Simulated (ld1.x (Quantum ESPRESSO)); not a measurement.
## Pseudopotential generation for oxygen (O): PAW, BLYP, non-relativistic.

ld1.x (Quantum ESPRESSO) 7.5 was run on this input:

```
&input
   title='O', zed=8., rel=0, dft='BLYP', iswitch=3,
   config='[He] 2s2 2p4 3d-2',
   nld=3, rlderiv=2.35, eminld=-4.0, emaxld=5.0, deld=0.02
 /
 &inputp
   pseudotype=3, lpaw=.true., tm=.true., lloc=-2, rcloc=1.50,
   nlcc=.false.,
   which_augfun='BESSEL', rmatch_augfun=0.85,
   file_pseudopw='O.UPF', file_wfcaegen='ae.wfc', file_wfcncgen='nc.wfc', file_beta='beta', file_chi='chi', file_wfcusgen='us.wfc'
 /
6
2S  1  0   2.00   0.00  0.80  1.00  0.0
2S  1  0   0.00  -1.05  0.80  1.00  0.0
2P  2  1   4.00   0.00  1.75  2.15  0.0
2P  2  1   0.00   0.75  1.75  2.15  0.0
3D  3  2  -2.00  -0.10  2.00  2.15  0.0
3D  3  2  -2.00   1.15  2.00  2.15  0.0
 &test
   configts(1)='2s2 2p4'
 /
```

Command:

```bash
ld1.x < O.in > O.out
```

The program printed (shortened: banner, matrices, multipoles, cross overlaps and the repeated all-electron block are left out):

```
Program LD1 v.7.5
     --------------------------- All-electron run ----------------------------

     O

     atomic number is  8.00
     dft =BLYP   lsd =0 sic =0 latt =0  beta=0.20 tr2=1.0E-14
     Exchange-correlation= BLYP
                           (   1   3   1   3   0   0   0)
     mesh =1095 r(mesh) =  99.04343 a.u. xmin = -7.00 dx = 0.01250
     1 Ry =  13.60569312 eV

     n l     nl                  e(Ry)          e(Ha)          e(eV)
     1 0     1S 1( 2.00)       -37.8523       -18.9261      -515.0066
     2 0     2S 1( 2.00)        -1.7481        -0.8741       -23.7841
     2 1     2P 1( 4.00)        -0.6637        -0.3319        -9.0307

     final scf error:  8.7E-15 reached in  24 iterations

     Etot =    -150.048027 Ry,     -75.024014 Ha,   -2041.507413 eV

     Ekin =     149.661475 Ry,      74.830737 Ha,    2036.248098 eV
     Encl =    -355.867367 Ry,    -177.933684 Ha,   -4841.822192 eV
     Eh   =      72.854802 Ry,      36.427401 Ha,     991.240083 eV
     Exc  =     -16.696937 Ry,      -8.348469 Ha,    -227.173402 eV

     normalization and overlap integrals

     s(1S/1S) =  1.000000  <r> =   0.1997  <r2> =    0.0539  r(max) =   0.1298
     s(2S/2S) =  1.000000  <r> =   1.1416  <r2> =    1.5890  r(max) =   0.8677
     s(2P/2P) =  1.000000  <r> =   1.2675  <r2> =    2.1506  r(max) =   0.8151

     ------------------------ End of All-electron run ------------------------

     --------------------- Generating PAW atomic setup --------------------

      Generating local potential from pseudized AE potential:
      Matching radius rcloc =   1.5000
      Enforcing V''(0)=0 (lloc=-2)

      Local pseudo, rcloc= 1.485 Estimated cut-off energy=    14.33 Ry

      Computing core charge for PAW:

       r > 0.34 : true rho core
       r < 0.34 : rho core = a sin(br)/r    a=  12.54  b=   7.53

      Integrated core pseudo-charge :   0.83
      Wfc-us  2S rcutus= 0.996  Estimated cut-off energy=    46.14 Ry
      Wfc-us  2S rcutus= 0.996  Estimated cut-off energy=    47.62 Ry
      Wfc-us  2P rcutus= 2.161  Estimated cut-off energy=    17.38 Ry
      Wfc-us  2P rcutus= 2.161  Estimated cut-off energy=    34.52 Ry
      Wfc-us  3D rcutus= 2.161  Estimated cut-off energy=    21.52 Ry
      Wfc-us  3D rcutus= 2.161  Estimated cut-off energy=    22.72 Ry

     Required augmentation: BESSEL   radius:    0.850000
     Suggested rho cutoff for augmentation: 135.22 Ry

     Estimated PAW energy =  -41.286918 Ryd

     ------------------- End of pseudopotential generation -------------------

     Computing logarithmic derivative in   2.34393
     Computing logarithmic derivative in   2.34393
     Computing the partial wave expansion
     R is outside the sphere for l=    0 j= 0.00
     R is outside the sphere for l=    0 j= 0.00
     R is outside the sphere for l=    1 j= 0.00
     R is outside the sphere for l=    1 j= 0.00
     R is outside the sphere for l=    2 j= 0.00
     R is outside the sphere for l=    2 j= 0.00

     ---------------------- Testing the pseudopotential ----------------------

     O

     atomic number is  8.00   valence charge is  6.00
     dft = SLA  LYP  B88  BLYP   lsd =0 sic =0 latt =0  beta=0.20 tr2=1.0E-14
     mesh =1095 r(mesh) =  99.04343 xmin = -7.00 dx = 0.01250

     n l     nl             e AE (Ry)        e PS (Ry)    De AE-PS (Ry)
     1 0     2S   1( 2.00)       -1.74810       -1.74810       -0.00000
     2 1     2P   1( 4.00)       -0.66374       -0.66374       -0.00000

     eps = 7.4E-15  iter = 22

     Etot =    -150.048027 Ry,     -75.024014 Ha,   -2041.507413 eV
     Etotps =   -41.286914 Ry,     -20.643457 Ha,    -561.737084 eV

     Ekin =      33.338003 Ry,      16.669001 Ha,     453.586638 eV
     Encl =     -85.266945 Ry,     -42.633473 Ha,   -1160.115892 eV
     Ehrt =      27.338966 Ry,      13.669483 Ha,     371.965575 eV
     Ecxc =     -16.696937 Ry,      -8.348469 Ha,    -227.173406 eV

     ---------------------- End of pseudopotential test ----------------------
```

The ghost test of this file was not conclusive. Its overlap operator is not positive definite in a basis up to 400 Ry (lowest eigenvalue s -3.10), so the file is unfit for use: the generalised eigenproblem breaks down once the basis is large enough, and its test numbers describe a broken file.

Generation and configuration tests took about 2.5 s on one core of a shared server CPU.

Transferability test of the new file with ld1.x, input:

```
&input
   title='O', zed=8., rel=0, dft='BLYP', iswitch=2,
   config='[He] 2s2 2p4 3d-2'
 /
 &test
   file_pseudo='O.UPF', nconf=8,
   configts(1)='2s2 2p4',
   configts(2)='2s2 2p3',
   configts(3)='2s2 2p2',
   configts(4)='2s2 2p1',
   configts(5)='2s0 2p6',
   configts(6)='2s2 2p4.3',
   configts(7)='2s2 2p0',
   configts(8)='2s2 2p3.5'
 /
```

```bash
ld1.x < O.test.in > O.test.out
```

Pseudopotential blocks of its output, shortened (energy terms left out; the distinct warnings before each block abridged to one line each):

```
     ---------------------- Testing the pseudopotential ----------------------

     n l     nl             e AE (Ry)        e PS (Ry)    De AE-PS (Ry)
     1 0     2S   1( 2.00)       -1.74810       -1.74810       -0.00000
     2 1     2P   1( 4.00)       -0.66374       -0.66374       -0.00000

     eps = 9.7E-15  iter = 16

     Etot =    -150.048027 Ry,     -75.024014 Ha,   -2041.507413 eV
     Etotps =   -41.286914 Ry,     -20.643457 Ha,    -561.737081 eV

     ---------------------- End of pseudopotential test ----------------------

          Warning: n=2, l=1 expected 0 nodes, found 1
     ---------------------- Testing the pseudopotential ----------------------

     n l     nl             e AE (Ry)        e PS (Ry)    De AE-PS (Ry)
     1 0     2S   1( 2.00)       -2.90147       -2.89153       -0.00994  !
     2 1     2P   1( 3.00)       -1.79801       -1.79542       -0.00259

     eps = 7.4E-15  iter = 39

     Etot =    -148.839970 Ry,     -74.419985 Ha,   -2025.070960 eV
     Etotps =   -40.085392 Ry,     -20.042696 Ha,    -545.389547 eV
     dEtot_ae =       1.208057 Ry
     dEtot_ps =       1.201522 Ry,   Delta E=       0.006535 Ry

     ---------------------- End of pseudopotential test ----------------------

          ---------------------- Testing the pseudopotential ----------------------

     n l     nl             e AE (Ry)        e PS (Ry)    De AE-PS (Ry)
     1 0     2S   1( 2.00)       -4.27519       -4.26124       -0.01395  !
     2 1     2P   1( 2.00)       -3.18165       -3.17231       -0.00934  !

     eps = 8.6E-15  iter =143

     Etot =    -146.369263 Ry,     -73.184631 Ha,   -1991.455274 eV
     Etotps =   -37.620684 Ry,     -18.810342 Ha,    -511.855475 eV
     dEtot_ae =       3.678764 Ry
     dEtot_ps =       3.666230 Ry,   Delta E=       0.012534 Ry

     ---------------------- End of pseudopotential test ----------------------

          Warning: convergence not achieved
     Warning: n=1, l=0 expected 0 nodes, found 1
     ---------------------- Testing the pseudopotential ----------------------

     n l     nl             e AE (Ry)        e PS (Ry)    De AE-PS (Ry)
     1 0     2S   1( 2.00)       -5.83106       -7.55140        1.72034  !
     2 1     2P   1( 1.00)       -4.78140       -4.78140        0.00000

     eps = 1.9E-12  iter =201

     Etot =    -142.404669 Ry,     -71.202334 Ha,   -1937.514222 eV
     Etotps =   -32.752297 Ry,     -16.376149 Ha,    -445.617706 eV
     dEtot_ae =       7.643359 Ry
     dEtot_ps =       8.534617 Ry,   Delta E=      -0.891258 Ry

     ---------------------- End of pseudopotential test ----------------------

          ---------------------- Testing the pseudopotential ----------------------

     n l     nl             e AE (Ry)        e PS (Ry)    De AE-PS (Ry)
     1 0     2S   1( 0.00)       -1.81207       -1.80644       -0.00564  !
     2 1     2P   1( 6.00)       -0.72065       -0.72187        0.00123

     eps = 5.7E-15  iter = 18

     Etot =    -147.872258 Ry,     -73.936129 Ha,   -2011.904569 eV
     Etotps =   -39.112311 Ry,     -19.556155 Ha,    -532.150096 eV
     dEtot_ae =       2.175769 Ry
     dEtot_ps =       2.174603 Ry,   Delta E=       0.001166 Ry

     ---------------------- End of pseudopotential test ----------------------

          ---------------------- Testing the pseudopotential ----------------------

     n l     nl             e AE (Ry)        e PS (Ry)    De AE-PS (Ry)
     1 0     2S   1( 2.00)       -1.45602       -1.45216       -0.00386
     2 1     2P   1( 4.30)       -0.38149       -0.37983       -0.00166

     eps = 5.5E-15  iter = 30

     Etot =    -150.204046 Ry,     -75.102023 Ha,   -2043.630158 eV
     Etotps =   -41.442474 Ry,     -20.721237 Ha,    -563.853577 eV
     dEtot_ae =      -0.156019 Ry
     dEtot_ps =      -0.155560 Ry,   Delta E=      -0.000459 Ry

     ---------------------- End of pseudopotential test ----------------------
```

The test run then stopped with an error in new_paw_hamiltonian: “negative rho”.
